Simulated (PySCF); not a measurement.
**Deuteron quadrupole couplings in `N#C[C@@H]1CC[C@H]1[SiH2]P`**

C5H10NPSi.
Structure used (GFN2-xTB), in Å, numbered top down from 1:
```xyz
18
C5H10NPSi angstrom
N     -2.153    3.094    0.226
C     -1.737    2.082   -0.107
C     -1.197    0.807   -0.479
C     -1.909   -0.379    0.206
C     -0.720   -0.534    1.161
C      0.092    0.455    0.305
Si     1.441   -0.353   -0.764
P      2.813   -1.425    0.641
H     -1.124    0.753   -1.567
H     -2.038   -1.225   -0.467
H     -2.864   -0.141    0.670
H     -0.930   -0.162    2.163
H     -0.307   -1.540    1.242
H      0.489    1.301    0.870
H      0.832   -1.373   -1.629
H      2.053    0.673   -1.618
H      3.507   -0.296    1.039
H      3.745   -1.731   -0.333
```

Level: PBE0/pcSseg-1 (PySCF, non-relativistic); Q(2H) = 0.00286 b; rigid geometry, the same for H and D, with no vibrational averaging.

Problem. Rank these positions by the coupling χzz of a deuteron there, largest first.
A. H14 (methine hydrogen)
B. H10 (methylene hydrogen)
C. H17 (P–H hydrogen)
D. H15 (Si–H hydrogen)

Solution. B (209 kHz), A (204 kHz), C (144 kHz), D (107 kHz).

Problem. What are Vzz, η and χzz (234.96 MHz × Q × Vzz) at all hydrogens?

Solution. 
| atom | bonded to | bond length (Å) | Vzz (au) | η | χzz (kHz) |
| --- | --- | --- | --- | --- | --- |
| H9 | C3 | 1.092 | 0.2995 | 0.04 | 201 |
| H10 | C4 | 1.088 | 0.3109 | 0.01 | 209 |
| H11 | C4 | 1.089 | 0.3071 | 0.02 | 206 |
| H12 | C5 | 1.089 | 0.3088 | 0.00 | 208 |
| H13 | C5 | 1.090 | 0.3054 | 0.02 | 205 |
| H14 | C6 | 1.092 | 0.3039 | 0.03 | 204 |
| H15 | Si7 | 1.469 | 0.1589 | 0.02 | 107 |
| H16 | Si7 | 1.469 | 0.1586 | 0.01 | 107 |
| H17 | P8 | 1.384 | 0.2143 | 0.07 | 144 |
| H18 | P8 | 1.382 | 0.2162 | 0.07 | 145 |

Problem. Average by the element that carries the hydrogen.

Solution. on C: 206 kHz over 6 positions, mean bond length 1.090 Å; on Si: 107 kHz over 2 positions, mean bond length 1.469 Å; on P: 145 kHz over 2 positions, mean bond length 1.383 Å.

Problem. Give the 2H NMR doublet splittings at H10 for a magnetic field along the z, y and x axes of the gradient: 3χ/2, 3χ(1 + η)/4, 3χ(1 − η)/4.

Solution. With |χ| = 208.9 kHz and η = 0.012: 313, 159 and 155 kHz, to first order and without motion.

One conformer (not necessarily the lowest) at the GFN2-xTB geometry, without solvent, vibrations or thermal averaging. GFN2-xTB bond lengths can be off by several hundredths of an ångström, more for odd bonds, and the gradients follow them. With a basis this small, the couplings can be 20 % off.

The run behind these numbers computed NMR shieldings as well. Hardware: Arm Neoverse N1, one thread, shared host. Cost: 71 s wall (grids of density and orbitals included), 0.90 GiB resident at most.
